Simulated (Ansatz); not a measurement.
Reactions of C2H4FN, SMILES `CN=CF`.

Computed with Ansatz on PBE0-D4/def2-TZVP structures; ΔE is electronic, products minus reactants. CBS: MP2 limit from def2 TZ/QZ plus the TZ coupled-cluster correction, frozen cores. This one scheme is used for every species. Double bonds are as drawn, so ΔE can hold a change between cis and trans. DFT in def2-TZVPP. For Ge, Se outer-core shells are correlated without core-valence functions, which leaves a few kJ/mol of doubt a bond. Scalar relativity is left out up to krypton. One conformer a species, not always the lowest.

| reaction | CCSD(T)/CBS(def2) (eV) |
| --- | --- |
| `C/N=C\F` + `[CH3][Ge]([NH2])([OH])[Cl]` → `C[O][Ge]([CH3])([NH2])[Cl]` + `N=CF` | 0.38 |
| `C/N=C\F` + `OC1=NC1` → `COC1=NC1` + `N=CF` | 0.19 |
| `C/N=C\F` + `[AlH2][SeH]` → `C/N=C\[Se][AlH2]` + H–F | ? |
| `C/N=C\F` + HCl → `C/N=C/Cl` + H–F | 0.01 |

Fill in the missing values. (Estimate.)

The calculation gave: `C/N=C\F` + `[AlH2][SeH]` → `C/N=C\[Se][AlH2]` + H–F: -0.11 eV.

Largest T1 diagnostic: 0.013, for `N=CF`.
